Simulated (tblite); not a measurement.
Compound: C8H4Cl (doublet state).
SMILES: `C#Cc1c[c]cc(Cl)c1`

Calculated harmonic vibrations of the isolated species, GFN2-xTB (tblite), most abundant isotopes, no scaling. Against measured fundamentals such values can be off by several per cent, at times by over 20. Open shells enter through the occupations alone, without spin polarisation, and single modes of such species can be off by tens of per cent.

Harmonic wavenumbers (cm⁻¹): 114.5, 119.0, 164.4, 266.9, 307.1, 379.7, 432.8, 437.8, 466.0, 501.0, 597.4, 638.3, 663.1, 669.8, 794.8, 830.2, 846.4, 858.2, 959.8, 1091.4, 1100.8, 1187.9, 1213.0, 1254.9, 1377.6, 1432.1, 1475.0, 1592.7, 2247.7, 3094.6, 3095.5, 3099.6, 3394.8.

A = 3030, B = 888.4, C = 687.0 MHz; mass 135.000 u (most abundant isotopes); point group Cs, symmetry number 1; spin multiplicity 2.

Question: Zero-point energy?

Answer: Half the sum of the wavenumbers: 18352 cm⁻¹ = 52.47 kcal/mol.

Question: Give the ideal-gas entropy at 273.15 K and 1 bar in the rigid-rotor, harmonic-oscillator model (classical rotation).

Answer: Translation 40.20, rotation 29.28, vibration 16.59, spin (R ln 2) 1.38: S = 87.5 cal/(mol K).

Question: And Cp and H(273.15 K) − H(0)?

Answer: Cp = 30.03 cal/(mol K), of which vibrations give 22.08 (their classical limit is 33 R = 65.6); H(273.15 K) − H(0) = 4.89 kcal/mol without the zero-point energy, 2.72 from vibrations.

Question: How do the functions run with temperature in this model?

Answer: 
| T (K) | S (cal/(mol K)) | Cp (cal/(mol K)) | H − H(0) (kcal/mol) | G − H(0) (kcal/mol) | ln q(vib) |
| --- | --- | --- | --- | --- | --- |
| 150 | 73.1 | 18.9 | 1.87 | -9.09 | 1.24 |
| 250 | 84.9 | 28.1 | 4.22 | -17.00 | 2.92 |
| 298.15 | 90.2 | 32.1 | 5.67 | -21.22 | 3.80 |
| 400 | 100.7 | 39.4 | 9.32 | -30.94 | 5.74 |
| 600 | 118.7 | 49.3 | 18.27 | -52.93 | 9.58 |
| 900 | 140.4 | 57.8 | 34.46 | -91.93 | 14.97 |

q(vib) and H(0) count from the zero-point level.

Question: What must be added to the electronic energy to get the Gibbs energy at 273.15 K and 1 bar?

Answer: ZPE + [H(273.15 K) − H(0)] − T·S = 52.47 + 4.89 − 23.89 = 33.47 kcal/mol.

Question: Blend soft modes into free rotors: weight 1/[1 + (100 cm⁻¹/ν̃)⁴] for the oscillator and the rest for a rotor with moment μB/(μ + B), μ = h/(8π²ν), B = 10⁻⁴⁴ kg m². What vibrational entropy results?

Answer: 16.34 cal/(mol K) in place of 16.59, which changes −T·S at 273.15 K by +0.07 kcal/mol.

Question: Which modes carry the vibrational entropy at 273.15 K?

Answer: 114.5 cm⁻¹: 3.02; 119.0 cm⁻¹: 2.95; 164.4 cm⁻¹: 2.33; 266.9 cm⁻¹: 1.47; 307.1 cm⁻¹: 1.23; 379.7 cm⁻¹: 0.91 cal/(mol K); the other 27 give 4.67 together.

Hindered rotation and anharmonicity are outside this model.
